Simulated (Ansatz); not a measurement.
CH$_{6}$BNO$_{2}$, SMILES `OBNCO` at its PBE0-D4/def2-TZVP geometry, where that method's forces vanish. Total charge 0; spin multiplicity 1.

| atom | x (Å) | y (Å) | z (Å) |
| --- | --- | --- | --- |
| O1 | 2.230 | -1.176 | -0.165 |
| B2 | 1.179 | -0.360 | -0.474 |
| N3 | 0.168 | 0.004 | 0.435 |
| C4 | -0.959 | 0.831 | 0.119 |
| O5 | -2.177 | 0.128 | 0.102 |
| H6 | 2.239 | -1.495 | 0.741 |
| H7 | 1.130 | 0.066 | -1.593 |
| H8 | 0.150 | -0.359 | 1.377 |
| H9 | -0.754 | 1.310 | -0.845 |
| H10 | -1.095 | 1.610 | 0.872 |
| H11 | -2.111 | -0.557 | -0.570 |

For each bond, give half the difference of the two atoms' forces along it (eV/Å; positive pushes the atoms apart) under PBE-D4, r2SCAN-D4, B3LYP-D4, ωB97M-V in def2-TZVPP. (Best estimate.)

Computed: 
```
  bond  length (Å)  PBE-D4  r2SCAN-D4  B3LYP-D4  ωB97M-V
 O1–B2       1.366    0.23       0.12      0.13     0.19
 O1–H6       0.960    0.39       0.01      0.00    -0.09
 B2–N3       1.407   -0.03       0.01      0.00     0.05
 B2–H7       1.198   -0.04      -0.10     -0.18    -0.20
 N3–C4       1.433    0.02       0.12      0.17     0.18
 N3–H8       1.010    0.22      -0.01     -0.05    -0.12
 C4–O5       1.406    0.33       0.29      0.32     0.22
 C4–H9       1.095    0.06      -0.09     -0.15    -0.16
C4–H10       1.093    0.08      -0.09     -0.16    -0.17
O5–H11       0.962    0.40       0.01     -0.04    -0.10
```

B3LYP here is the variant with VWN-RPA as its local correlation; programs differ in this.
